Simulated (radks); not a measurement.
The numbers below are computed, except where a source is named.
All-electron atom: Co4+ in [Ar] 3d5 (the NIST ground configuration).

Code: a radial shooting solver on a logarithmic mesh with Libxc functionals. Model: scalar-relativistic Kohn-Sham, Slater X-alpha with alpha = 0.976, spin-unpolarised, spherical densities, point nucleus.

Energy parts (Ry):
| part | energy |
|---|---|
| total | -2818.20955 |
| kinetic | 2856.85227 |
| electron-nucleus | -6612.39212 |
| Hartree | 1094.81078 |
| exchange | -157.48048 |

Orbitals (lengths in bohr, moments of r in powers of bohr):
| orbital | occ. | eigenvalue (Ry) | <r^4> | <1/r> | <r^2> |
|---|---|---|---|---|---|
| 1s | 2 | -568.9701 | 0.00004580 | 27.09 | 0.004222 |
| 2s | 2 | -72.67232 | 0.01002 | 5.859 | 0.07591 |
| 2p | 6 | -63.41722 | 0.007487 | 5.761 | 0.06082 |
| 3s | 2 | -12.66459 | 0.6573 | 1.893 | 0.6448 |
| 3p | 6 | -9.91958 | 0.8234 | 1.771 | 0.7008 |
| 3d | 5 | -5.45150 | 1.508 | 1.514 | 0.8564 |

The highest occupied level is 3d at -74.171 eV. For comparison, the ionisation energy in NIST's Atomic Spectra Database is 79.5 eV (semi-empirical). In exact Kohn-Sham theory the highest level is minus the ionisation energy, but local and semilocal functionals leave it too shallow, through self-interaction and a potential that decays too fast; potentials with the right tail come closer. Summed over all electrons, <r^2> = 10.30 bohr^2, which gives a Langevin (diamagnetic) susceptibility term of -8.16 x 10^-6 cm^3/mol.

Beside tabulated values, note that spin-unpolarised runs miss the spin-polarisation part of the exchange energy of open shells.
